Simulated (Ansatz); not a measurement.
`[F][Ge]([F])([F])[SH]` + H₂Se → `[F][Ge]([F])([F])[SeH]` + H₂S at 600 K and 1 bar (ligand exchange at a Ge–S bond).

Computed with Ansatz on PBE0-D4/def2-TZVP structures; ΔE is electronic, products minus reactants. CCSD(T)/CBS adds triple-zeta CCSD(T) − MP2 to the extrapolated MP2 energy (def2 sets, frozen cores). This one scheme is used for every species. For Ge, Se outer-core shells are correlated without core-valence functions, which leaves a few kJ/mol of doubt a bond. Scalar relativity is left out up to krypton. Each species was taken in one conformer, which may not be the lowest.

```csv
species,CCSD(T)/CBS energy (Eh),H − E (kJ/mol),S (J/(mol·K))
`[F][Ge]([F])([F])[SH]`,-2774.00787,97.3,429.2
H₂Se,-2401.89790,57.0,244.8
`[F][Ge]([F])([F])[SeH]`,-4776.93734,95.2,443.8
H₂S,-398.97279,60.8,230.9
```

H − E and S are ideal-gas, rigid-rotor, harmonic terms from PBE0-D4/def2-TZVP, for one conformer and one mirror image of each species. 1 Eh = 2625.50 kJ/mol, R = 8.31446 J/(mol·K).

Question: By hand: ΔE, ΔH, ΔS and ΔG.

Answer: ΔE = (-4776.93734) + (-398.97279) − (-2774.00787) − (-2401.89790) = -0.00436 Eh = -11.4 kJ/mol. Δ(H − E) = 95.2 + 60.8 − 97.3 − 57.0 = 1.7, so ΔH = -9.7 kJ/mol. ΔS = 443.8 + 230.9 − 429.2 − 244.8 = 0.7 J/(mol·K). ΔG = -9.7 − 600 × (0.7)/1000 = -10.1 kJ/mol.

Question: By hand: the equilibrium constant, and the temperature at which ΔG would vanish if ΔH and ΔS stayed fixed.

Answer: log₁₀ K = −ΔG/(RT ln 10) = 0.9. ΔH and −TΔS have one sign here, so there is no such temperature.

The number of gas molecules stays the same, so ΔS is small and ΔH decides. A doubt of 5 kJ/mol in ΔE shifts log₁₀ K by 0.4 here. Other conformers and mirror images would add mixing entropy, several J/(mol·K) or more a flexible species. These are equilibria of isolated gas molecules and say nothing of rates. Largest T1 diagnostic: 0.012 (customary marks: 0.02 for closed shells, 0.045 for open ones).

ΔS is within the doubt of such terms, so its sign, and with it that verdict, could turn.
